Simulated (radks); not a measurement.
Q: These are the eigenvalues of the occupied orbitals of an atom or ion with whole-number occupations (hartree). Calculated with a radial shooting solver on a logarithmic mesh with Libxc functionals: non-relativistic Kohn-Sham, Slater X-alpha with alpha = 0.64, spin-polarised, spherical densities, point nucleus.

orbital  eigenvalue
1s up     -213.4909
1s down   -213.4904
2s up     -23.98423
2s down   -23.91815
2p up     -20.38245
2p down   -20.33197
3s up      -2.62965
3s down    -2.45954
3p up      -1.63643
3p down    -1.46647
4s up      -0.14613
3d up      -0.10949

Which element is it, and in what charge state? The configuration may be excited. Open shells, if any, are filled with parallel spins first.

A: Z = 24, chromium, charge 0: Cr in [Ar] 3d5 4s1. The list shows which subshells hold electrons but not how many an open one holds; the 1s level, -213.49 hartree, gives Z - s = 20.7 by -(Z - s)^2/2, which with screening narrows Z to a few neighbours, and the depths of the outer levels then fix element, charge and occupations together.
